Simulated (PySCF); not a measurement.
## Magnetisability: `O=P1(P)C=CCC=C1`, C5H8OP2

Geometry:
| atom | x (Å) | y (Å) | z (Å) |
| --- | --- | --- | --- |
| O1 | 1.892 | -1.950 | -0.948 |
| P2 | 1.134 | -0.857 | -0.323 |
| P3 | 2.484 | 0.517 | 0.732 |
| C4 | -0.099 | -1.365 | 0.897 |
| C5 | -1.184 | -0.635 | 1.109 |
| C6 | -1.473 | 0.657 | 0.407 |
| C7 | -1.009 | 0.695 | -1.017 |
| C8 | 0.097 | 0.108 | -1.450 |
| H9 | 1.633 | 1.612 | 0.620 |
| H10 | 3.118 | 0.798 | -0.475 |
| H11 | 0.082 | -2.308 | 1.393 |
| H12 | -1.930 | -0.956 | 1.825 |
| H13 | -0.973 | 1.464 | 0.958 |
| H14 | -2.544 | 0.864 | 0.448 |
| H15 | -1.642 | 1.245 | -1.703 |
| H16 | 0.407 | 0.119 | -2.485 |

Computed with GIAO PBE0/pcSseg-1 magnetisability, rotational g tensor and spin-rotation constants, non-relativistic, gas phase (PySCF 2.14.0). Geometry: GFN2-xTB.

**Question.** What are the magnetisability and the molar susceptibility?

**Answer.** Isotropic -1334 × 10⁻³⁰ J/T², or -80.3 × 10⁻⁶ cm³/mol; principal values -1596, -1221, -1185 × 10⁻³⁰ J/T², anisotropy 394 × 10⁻³⁰ J/T² (root of half the summed squared differences of the principal values). The susceptibility is in cgs units.

**Question.** Split it along the inertial axes a, b, c into diamagnetic and paramagnetic parts about the centre of mass, with the quadrupole moment.

**Answer.** 
| axis | χ (10⁻⁶ cm³/mol) | diamagnetic (10⁻⁶ cm³/mol) | paramagnetic (10⁻⁶ cm³/mol) | summed x² of all electrons (Å²) | quadrupole Θ (D Å) |
| --- | --- | --- | --- | --- | --- |
| a | -75.3 | -685.5 | 610.2 | 183.0 | +2.03 |
| b | -94.0 | -1095.3 | 1001.3 | 86.4 | -9.35 |
| c | -71.7 | -1142.8 | 1071.1 | 75.2 | +7.31 |

Anisotropies 2χaa − χbb − χcc = +15.2 and 2χbb − χaa − χcc = -41.0 × 10⁻⁶ cm³/mol. Θ is traceless in Buckingham's convention.

**Question.** And the rotational g tensor?

**Answer.** 
```
axis  rotational constant (GHz)        g  nuclear part  electronic part
   a                     2.1034  -0.0370        0.5659          -0.6030
   b                     1.2151  -0.0069        0.5647          -0.5716
   c                     1.1344  -0.0235        0.5473          -0.5708
```
Asymmetric top; isotopes 12C, 1H, 16O, 31P; no vibrational averaging.
